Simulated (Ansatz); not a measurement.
Born–Oppenheimer molecular dynamics of BClFH₄NS (9 atoms, charge 0, multiplicity 1). It starts at the highest image of a converged band, a first-order saddle point between two minima.

All numbers below come from RKS PBE0/def2-SVP (Ansatz 0.2.0).

| Property | Result |
| --- | --- |
| ensemble | NVE (velocity Verlet) |
| time step | 0.5 fs |
| steps asked | 200 |
| starting velocities drawn for | 300 K |
| seed | 8977 |

First frame:

```xyz
9
Properties=species:S:1:pos:R:3
B 0.022 0.377 -0.064
F -0.120 -0.178 1.439
N 1.354 0.108 -0.535
H 1.527 -0.858 -0.798
H 1.686 0.723 -1.269
Cl -1.487 -0.168 -0.912
S -0.079 2.252 0.617
H -1.421 2.380 0.519
H -0.136 0.966 1.633
```

Problem. How far do the bonds stretch over the last three quarters of this one trajectory? (Pairs bonded in most of those frames.)

Solution. 
```tsv
bond	mean (Å)	spread (Å)	shortest	longest
B1–F2	1.353	0.074	1.26	1.57
B1–N3	1.442	0.044	1.34	1.51
B1–Cl6	1.803	0.046	1.72	1.86
N3–H4	1.027	0.011	1.01	1.05
N3–H5	1.017	0.013	0.99	1.04
S7–H8	1.351	0.011	1.33	1.37
S7–H9	1.360	0.027	1.31	1.41
```

Pairs bonded in part of these frames only: B1–S7 28 %.

Mean temperature of the second half: 1364 K. The conserved energy stayed within 0.074 meV per atom of its start (net change 0.012 meV per atom), so the integration is sound. The kinetic energy rose, since the run started high on the potential surface and went downhill. It ends in pieces (BClFH2N + H2S), so much of that is their flight and rotation, not heat. A run of 0.1 ps of so small a system gives no equilibrium averages. The orbitals stay closed-shell, which can raise the energy where a bond breaks towards radicals; this wasn't checked here.

Run time: 6.5 min on 2 threads of Arm Neoverse V2, on a shared host, peak memory 0.21 GiB.
